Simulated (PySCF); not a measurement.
Si(F)(Br)(Me)(NH2) (CH5BrFNSi), SMILES C[Si](N)(F)Br. Atoms are numbered in the order given.

```xyz
10

C      1.9522     0.7441     0.9313
Si     0.2962    -0.0898     0.7657
N     -0.8680     0.5720     1.8434
F      0.5354    -1.7045     0.9731
Br    -0.5429     0.1246    -1.2977
H      1.8723     1.8223     0.6929
H      2.6870     0.2808     0.2443
H      2.3377     0.6381     1.9666
H     -0.6391     0.6640     2.8365
H     -1.8598     0.3638     1.7080
```
Charge 0, spin multiplicity 1.

Geometry optimised at PBE-D3(BJ)/def2-SVP. The structure was generated by enumeration, and PubChem lists no compound with its InChIKey, so it may never have been made. The values are those of a single conformer.

Level of theory: PBE/pcSseg-1 (PySCF).

GIAO shieldings, no solvent; atoms listed in one row are averaged. δ = σ(ref) − σ: ¹³C against TMS (σ = 182.0 ppm); ²⁹Si against TMS (σ = 335.4 ppm); ¹⁵N against NH3 (σ = 267.0 ppm); ¹⁹F against CFCl3 (σ = 133.6 ppm); ¹H against TMS (σ = 31.49 ppm), references at their B3LYP-D3(BJ)/def2-TZVP geometries, non-relativistic (without spin–orbit terms, shifts of atoms bonded to Cl or Br come out too high).

Computed chemical shifts:
| nucleus | atoms | count | δ (ppm) |
|---|---|---|---|
| ¹³C | C1 | 1 | 5.6 |
| ²⁹Si | Si2 | 1 | 16.0 |
| ¹⁵N | N3 | 1 | 54.6 |
| ¹⁹F | F4 | 1 | -118.1 |
| ¹H | H10 | 1 | 1.92 |
| ¹H | H9 | 1 | 1.73 |
| ¹H | H6, H7, H8 | 3 | 1.00 |
